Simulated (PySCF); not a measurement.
C4H7N3O2Si.
Bonds: C1–O2, O2–C3, C3–O4 (double), C3–C5, C5–C6 (aromatic), C6–N7 (aromatic), N7–N8 (aromatic), N8–Si9, N8–N10 (aromatic), C5–N10 (aromatic). Hydrogens: H11, H12, H13 on C1; H14 on C6; H15, H16, H17 on Si9.

The same species was optimised twice, with GFN2-xTB and with PBE0-D3(BJ)/def2-SVP (PySCF), and the same property calculations (PySCF, gas phase) were run on both structures.

```json
{"coordinate": "N8–Si9 (Å)", "GFN2-xTB": "1.770", "PBE0-D3(BJ)/def2-SVP": "1.801", "change": "+0.031"}
{"coordinate": "C3–C5 (Å)", "GFN2-xTB": "1.468", "PBE0-D3(BJ)/def2-SVP": "1.476", "change": "+0.008"}
{"coordinate": "N8–N10 (Å)", "GFN2-xTB": "1.312", "PBE0-D3(BJ)/def2-SVP": "1.319", "change": "+0.007"}
{"coordinate": "C6–N7 (Å)", "GFN2-xTB": "1.314", "PBE0-D3(BJ)/def2-SVP": "1.320", "change": "+0.006"}
{"coordinate": "N7–N8 (Å)", "GFN2-xTB": "1.326", "PBE0-D3(BJ)/def2-SVP": "1.332", "change": "+0.006"}
{"coordinate": "O2–C3 (Å)", "GFN2-xTB": "1.334", "PBE0-D3(BJ)/def2-SVP": "1.330", "change": "-0.004"}
{"coordinate": "C1–O2 (Å)", "GFN2-xTB": "1.419", "PBE0-D3(BJ)/def2-SVP": "1.416", "change": "-0.003"}
{"coordinate": "C3=O4 (Å)", "GFN2-xTB": "1.207", "PBE0-D3(BJ)/def2-SVP": "1.205", "change": "-0.002"}
{"coordinate": "C5–C6 (Å)", "GFN2-xTB": "1.414", "PBE0-D3(BJ)/def2-SVP": "1.412", "change": "-0.002"}
{"coordinate": "C5–N10 (Å)", "GFN2-xTB": "1.328", "PBE0-D3(BJ)/def2-SVP": "1.328", "change": "0.000"}
{"coordinate": "Si9–N8–N10 (°)", "GFN2-xTB": "122.5", "PBE0-D3(BJ)/def2-SVP": "121.0", "change": "-1.5"}
{"coordinate": "N7–N8–N10 (°)", "GFN2-xTB": "113.9", "PBE0-D3(BJ)/def2-SVP": "115.2", "change": "+1.3"}
{"coordinate": "C5–N10–N8 (°)", "GFN2-xTB": "105.6", "PBE0-D3(BJ)/def2-SVP": "104.3", "change": "-1.3"}
{"coordinate": "C6–N7–N8 (°)", "GFN2-xTB": "105.5", "PBE0-D3(BJ)/def2-SVP": "104.2", "change": "-1.3"}
{"coordinate": "C6–C5–N10 (°)", "GFN2-xTB": "107.3", "PBE0-D3(BJ)/def2-SVP": "108.1", "change": "+0.8"}
{"coordinate": "C3–C5–C6 (°)", "GFN2-xTB": "127.5", "PBE0-D3(BJ)/def2-SVP": "126.7", "change": "-0.8"}
{"coordinate": "O4–C3–C5 (°)", "GFN2-xTB": "123.6", "PBE0-D3(BJ)/def2-SVP": "122.9", "change": "-0.7"}
{"coordinate": "O2–C3–C5 (°)", "GFN2-xTB": "112.3", "PBE0-D3(BJ)/def2-SVP": "112.8", "change": "+0.5"}
{"coordinate": "C1–O2–C3–O4 (°)", "GFN2-xTB": "0", "PBE0-D3(BJ)/def2-SVP": "0", "change": "0"}
{"coordinate": "O2–C3–C5–C6 (°)", "GFN2-xTB": "180", "PBE0-D3(BJ)/def2-SVP": "179", "change": "-1"}
```

Rotational constants: A = 2960, B = 600.7, C = 503.9 MHz (GFN2-xTB) against A = 2944, B = 595.8, C = 500.1 MHz (PBE0-D3(BJ)/def2-SVP). Point groups within 0.08 Å: Cs and Cs.

On the GFN2-xTB structure: HOMO (eV) -8.16 [PBE0/pcSseg-1]; LUMO (eV) -1.25 [PBE0/pcSseg-1]; dipole (D) 2.47 [PBE0/pcSseg-1]; GIAO shielding of C1 (ppm) 133.1 [PBE0/pcSseg-1]; GIAO shielding of O2 (ppm) 148.5 [PBE0/pcSseg-1]; GIAO shielding of C3 (ppm) 17.9 [PBE0/pcSseg-1]; GIAO shielding of O4 (ppm) -90.4 [PBE0/pcSseg-1]; GIAO shielding of C5 (ppm) 36.8 [PBE0/pcSseg-1]; GIAO shielding of C6 (ppm) 41.5 [PBE0/pcSseg-1]; GIAO shielding of N7 (ppm) -117.3 [PBE0/pcSseg-1]; GIAO shielding of N8 (ppm) -6.2 [PBE0/pcSseg-1].

Task: What do these properties become on the PBE0-D3(BJ)/def2-SVP structure?

Result: 
```json
{"property": "HOMO (eV)", "level": "PBE0/pcSseg-1", "on GFN2-xTB": "-8.16", "on PBE0-D3(BJ)/def2-SVP": "-8.16", "change": "0.00"}
{"property": "LUMO (eV)", "level": "PBE0/pcSseg-1", "on GFN2-xTB": "-1.25", "on PBE0-D3(BJ)/def2-SVP": "-1.27", "change": "-0.02"}
{"property": "dipole (D)", "level": "PBE0/pcSseg-1", "on GFN2-xTB": "2.47", "on PBE0-D3(BJ)/def2-SVP": "2.28", "change": "-0.19"}
{"property": "energy, GFN2-xTB geometry as zero (kcal/mol)", "level": "PBE0/pcSseg-1", "on GFN2-xTB": "0.0", "on PBE0-D3(BJ)/def2-SVP": "-1.3", "change": "-1.3"}
{"property": "GIAO shielding of C1 (ppm)", "level": "PBE0/pcSseg-1", "on GFN2-xTB": "133.1", "on PBE0-D3(BJ)/def2-SVP": "132.3", "change": "-0.8"}
{"property": "GIAO shielding of O2 (ppm)", "level": "PBE0/pcSseg-1", "on GFN2-xTB": "148.5", "on PBE0-D3(BJ)/def2-SVP": "150.4", "change": "+1.9"}
{"property": "GIAO shielding of C3 (ppm)", "level": "PBE0/pcSseg-1", "on GFN2-xTB": "17.9", "on PBE0-D3(BJ)/def2-SVP": "18.4", "change": "+0.5"}
{"property": "GIAO shielding of O4 (ppm)", "level": "PBE0/pcSseg-1", "on GFN2-xTB": "-90.4", "on PBE0-D3(BJ)/def2-SVP": "-89.1", "change": "+1.3"}
{"property": "GIAO shielding of C5 (ppm)", "level": "PBE0/pcSseg-1", "on GFN2-xTB": "36.8", "on PBE0-D3(BJ)/def2-SVP": "36.4", "change": "-0.4"}
{"property": "GIAO shielding of C6 (ppm)", "level": "PBE0/pcSseg-1", "on GFN2-xTB": "41.5", "on PBE0-D3(BJ)/def2-SVP": "39.6", "change": "-1.9"}
{"property": "GIAO shielding of N7 (ppm)", "level": "PBE0/pcSseg-1", "on GFN2-xTB": "-117.3", "on PBE0-D3(BJ)/def2-SVP": "-119.3", "change": "-2.0"}
{"property": "GIAO shielding of N8 (ppm)", "level": "PBE0/pcSseg-1", "on GFN2-xTB": "-6.2", "on PBE0-D3(BJ)/def2-SVP": "-11.4", "change": "-5.2"}
```

The heavy atoms differ by 0.017 Å rms after alignment. Among bonds between heavy atoms N8–Si9 changes most (+0.031 Å). Changes are differences of the printed values. Neither structure is proved a minimum here.

Conformer computed: `[CH3:1][O:2][C:3](=[O:4])[c:5]1[cH:6][n:7][n:8]([SiH3:9])[n:10]1`: C1–O2–C3–O4 0°, O2–C3–C5–C6 179°.
